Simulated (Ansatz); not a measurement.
Geometry optimisation, RKS B3LYP-D4/def2-SVPD (Ansatz 0.2.0).

input.yaml

```yaml
crystal:
  periodic: [false, false, false]
  atoms:
    - { symbol: C, position_ang: [-0.0136, -0.7793, -0.2234] }
    - { symbol: As, position_ang: [0.7436, 0.8114, 0.6704] }
    - { symbol: H, position_ang: [-0.2983, -1.5308, 0.4943] }
    - { symbol: H, position_ang: [0.7115, -1.1071, -1.0098] }
    - { symbol: H, position_ang: [-1.011, -0.4364, -0.7363] }
    - { symbol: H, position_ang: [1.03843, 0.06135, 2.01262] }
    - { symbol: H, position_ang: [2.18158, 0.57687, 0.11589] }
basis:
  gaussian: { orbitals: def2-SVPD }
hamiltonian:
  xc: b3lyp
  dispersion: d4
relax:
  f_tol: 0.015
  max_steps: 40
```

Run as:

```bash
$ ansatz run input.yaml --threads 2 --pin off --max-ram 3072MiB --backend cpu --events-out ev --progress --plain --runs-dir out
```

Task: Where does it end, and by what steps?

Result: The forces met the threshold. The force dipped under the threshold on the way, but the program's further checks kept it going. After 23 steps the energy has fallen by 0.218 eV; H6 moved furthest, 0.58 Å.

```
step  energy less start (eV)  largest force component (eV/Å)  accepted
   0                  0.0000                           1.928       yes
   1                 -0.1319                           0.563       yes
   2                 -0.1603                           0.168       yes
   3                 -0.1634                           0.042       yes
   4                 -0.1637                           0.023       yes
   5                 -0.1637                           0.005       yes
   6                 -0.1637                           0.001       yes
   7                 -0.1638                           0.007       yes
   8                 -0.1464                           0.659        no
   9                 -0.1638                           0.018       yes
  10                 -0.1638                           0.027       yes
  11                 -0.1639                           0.039       yes
  12                 -0.1640                           0.053       yes
  13                 -0.1642                           0.072       yes
  14                 -0.1646                           0.097       yes
  15                 -0.1656                           0.139       yes
  16                 -0.1681                           0.205       yes
  17                 -0.1724                           0.273       yes
  18                 -0.1563                           0.545        no
  19                 -0.1865                           0.157       yes
  20                 -0.1948                           0.183       yes
  21                 -0.2155                           0.060       yes
  22                 -0.2096                           0.246        no
  23                 -0.2183                           0.015       yes
```

```xyz
7
Properties=species:S:1:pos:R:3
C -0.056 -0.782 -0.199
As 0.664 0.709 0.912
H -0.747 -1.370 0.419
H 0.733 -1.440 -0.583
H -0.619 -0.358 -1.041
H 1.522 -0.183 1.814
H 1.855 1.019 0.002
```

Run time: 45 s on 2 threads of Arm Neoverse V1, on a shared host, peak memory 0.19 GiB.
